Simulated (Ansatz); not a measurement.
CH3ClOSn, singlet, geometry from GFN2-xTB (such geometries of metal compounds can be far from the true shape) (core potentials on Sn); PBE/def2-QZVPPD (Ansatz, a quantum-chemistry and plane-wave program).

Input for Ansatz:
Ansatz 0.2 input:
```yaml
crystal:
  periodic: [false, false, false]
  atoms:
    - {symbol: Sn, position_ang: [0.11633229, -0.01297292, 0.70050252]}
    - {symbol: Cl, position_ang: [-1.55548692, 1.15896606, -0.50782576]}
    - {symbol: O, position_ang: [1.12394097, -0.96432080, -0.76392973]}
    - {symbol: C, position_ang: [1.27670995, -1.23403367, -2.13249746]}
    - {symbol: H, position_ang: [0.53694266, -0.69670174, -2.73057572]}
    - {symbol: H, position_ang: [2.27727768, -0.93178686, -2.45026906]}
    - {symbol: H, position_ang: [1.16065534, -2.30652040, -2.30482062]}
basis:
  gaussian:
    orbitals: def2-QZVPPD.json
hamiltonian:
  xc: pbe
```
The basis file holds def2-QZVPPD in the JSON format of the Basis Set Exchange.

What the program printed (banner, timings and long lists left out):

```
Functional definition: PBE
1373 factors; their error is unknown
mean field evaluation 1: about -21470.7597 eV, gradient 7.5e1 eV
mean field evaluation 2: about -21277.0870 eV, gradient 2.3e2 eV
mean field evaluation 4: about -21481.2613 eV, gradient 2.6e1 eV
mean field evaluation 8: about -21482.7410 eV, gradient 3.7e-1 eV
mean field evaluation 16: about -21482.7348 eV, gradient 7.6e-4 eV
mean field -21482.73481584 eV, -789.4759429614 hartree, gradient 3.8e-5 eV, S^2 0.000000; 0 other end points of the search recorded, 0 dependent functions left out
reference -21482.73487116 eV, -789.4759449943 hartree; 28, 28 occupied and 367, 367 virtual orbitals, 1373 factors
Total energy: -21482.73487116 eV, -789.4759449943 hartree
```
